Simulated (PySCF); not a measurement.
# Broadened absorption spectrum of C4H8Si2

Species: C₄H₈Si₂.
Bonds: C1–C2 (double), C2–Si3, Si3–C4, C4–C5 (double), C5–Si6, C1–Si6. Hydrogens: H7 on C1; H8 on C2; H9, H10 on Si3; H11 on C4; H12 on C5; H13, H14 on Si6.

Method used: TDDFT wB97X-D/def2-SVPD, vertical, gas phase, core orbitals frozen in the response (PySCF 2.14.0, density-fitted response routines). Isolated species at its PBE0-D3(BJ)/def2-SVP geometry, gas phase.

Broadening: Gaussians 0.3 eV wide at half height, area fixed by f = 4.319×10⁻⁹ ∫ε dν̃. The width is an assumption, not a result. The curve ends short of the highest state used, and states not computed would add to its high-energy end.

```tsv
E (eV)	ε (L mol⁻¹ cm⁻¹)
5.25	0
5.28	0
5.31	0
5.34	0
5.37	0
5.40	0
5.43	1
5.46	1
5.49	3
5.52	5
5.55	8
5.58	14
5.61	23
5.65	42
5.68	62
5.71	88
5.74	118
5.77	151
5.80	183
5.83	210
5.86	229
5.89	236
5.92	231
5.95	214
5.98	188
6.01	157
6.04	128
6.07	108
6.10	107
6.13	140
6.16	236
6.20	539
6.23	992
6.26	1746
6.29	2920
6.32	4624
6.35	6929
6.38	9824
6.41	13178
6.44	16723
6.47	20078
6.50	22804
6.53	24505
6.56	24911
6.59	23958
6.62	21799
6.65	18765
6.68	15284
6.71	11781
6.74	8602
6.78	5235
6.81	3470
6.84	2359
6.87	1881
6.90	2048
6.93	2944
```

(1) Locate the maxima and give the states behind the curve.

(2) Coming from long wavelengths, where does ε first pass 100 L mol⁻¹ cm⁻¹?

(3) On this curve, what absorbance would a 10⁻⁵ mol/L sample give at 193 nm over a 1 cm path?

## Answers

(1) 210 nm (5.89 eV), ε about 240, made up of S2 (99%); 189 nm (6.55 eV), ε about 25000, made up of S4 (100%) (ε in L mol⁻¹ cm⁻¹; maxima over ε = 5, shares over 10%). At its high-energy end, 6.93 eV, the curve is still rising (ε about 2900, from S4 and S6). The states used: S1 5.70 eV (f 0.0001); S2 5.89 eV (f 0.0026); S3 6.27 eV (f 0.0000); S4 6.55 eV (f 0.277); S5 6.66 eV (f 0.0000); S6 7.25 eV (f 0.619); S7 7.27 eV (f 0.0046); S8 7.36 eV (f 0.0072); S9 7.41 eV (f 0.0005); S10 7.53 eV (f 0.0000).

(2) At about 217 nm (5.72 eV), 0.03 eV above S1.

(3) 193 nm is 6.424 eV, where ε is about 15000 L mol⁻¹ cm⁻¹, so A = ε c l ≈ 0.15 (Beer–Lambert, with the gas-phase spectrum and the assumed width).

The vertical ionisation energy (ΔSCF) is 9.72 eV, 2.19 eV above S10.
